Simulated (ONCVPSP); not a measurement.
## Mn (Z = 25): excitation energies, all-electron against ONCV

```
Element                 : manganese
Generator               : ONCVPSP 4.0.1
Type                    : optimised norm-conserving Vanderbilt (ONCV)
Functional              : PBE
Relativity              : scalar-relativistic
Frozen core             : [Ar]
Valence charge          : 7
Reference configuration : 3d5 4s1 (charge +1)
Partial waves           : 4s: rc 2.25 bohr, ncon 4, nbas 7, qcut 2.8 1/bohr, 2 projectors, debl 1 Ha; p scattering state at 0.3 Ha: rc 2.00 bohr, ncon 4, nbas 7, qcut 4.9 1/bohr, 1 projector; 3d: rc 1.05 bohr, ncon 3, nbas 8, qcut 14.9 1/bohr, 2 projectors, debl 1.4 Ha
Local potential         : polynomial inside 0.75 bohr (lpopt 5, dvloc0 2 Ha)
Core correction         : none
```

In the p channel the program set the typed energies aside and used 0.050 Ha.

Energies are relative to the spin-unpolarised reference configuration 3d5 4s1; without spin polarisation the order of configurations can differ from experiment.

Give the all-electron excitation energy and the error of the potential for: 3d5 4s2; 3d5 4s0; 3d4 4s0; 3d4 4s2.

```json
{"valence configuration": "3d5 4s2", "charge": "0", "ΔE all-electron (eV)": "-8.416", "error AE − PS (meV)": "+13"}
{"valence configuration": "3d5 4s0", "charge": "+2", "ΔE all-electron (eV)": "15.599", "error AE − PS (meV)": "+66"}
{"valence configuration": "3d4 4s0", "charge": "+3", "ΔE all-electron (eV)": "48.118", "error AE − PS (meV)": "+122"}
{"valence configuration": "3d4 4s2", "charge": "+1", "ΔE all-electron (eV)": "4.771", "error AE − PS (meV)": "-230"}
```

Note: ghosts flagged at negative energy: s at -185.7 eV, p at -52.0 eV; no localised positive-energy state flagged. A true bound ghost makes a file unfit for plane-wave use.
